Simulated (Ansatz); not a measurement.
The cluster Ta₂Si₂, relaxed as a triplet with UKS PBE0-D4/def2-SVP in Ansatz, starting from the PBE0-D4/def2-SVP geometry of the neutral singlet. Force threshold 0.02 eV/Å.

In the def2 sets Ta takes a core potential; there is no spin–orbit coupling. At PBE0-D4/def2-SVP a singlet of charge 0 lies 0.15 eV below the triplet, each at its own geometry. That singlet is doubtful there (restricted singlet, unstable towards broken spin symmetry at other levels and untested here). The structure comes from a short search, and lower isomers may exist.

Start:

Cartesian coordinates in Å:
```
Ta -0.088 -1.280 -0.123
Ta 1.337 -0.179 -1.472
Si 0.102 1.230 0.108
Si -1.351 0.229 1.488
```

Question: Estimate the energy that the relaxation releases and the steps that it takes.

Answer: 0.08 eV, in 4 steps; 38 s on 4 threads of Arm Neoverse V1 on a shared host. No frequencies were taken in this run, so the end may be a saddle point.

Question: Does the start keep its bonding and symmetry?

Answer: By distances, no bond broke or formed. The bond that changes most is Ta1–Ta2, from 2.25 to 2.34 Å (atoms count from 1). Point group Cs at the start, Cs at the end, both within 0.05 Å.

Question: Predict the relaxed structure.

Answer: 
```xyz
4

Ta   -0.1223   -1.3064   -0.0929
Ta    1.3557   -0.1303   -1.4825
Si    0.1110    1.1991    0.0908
Si   -1.3444    0.2376    1.4845
```
Bond lengths (bridged metal pairs left out): 3 × Si–Ta 2.41 to 2.52 Å; 1 × Ta–Ta 2.34 Å; 1 × Si–Si 2.23 Å.
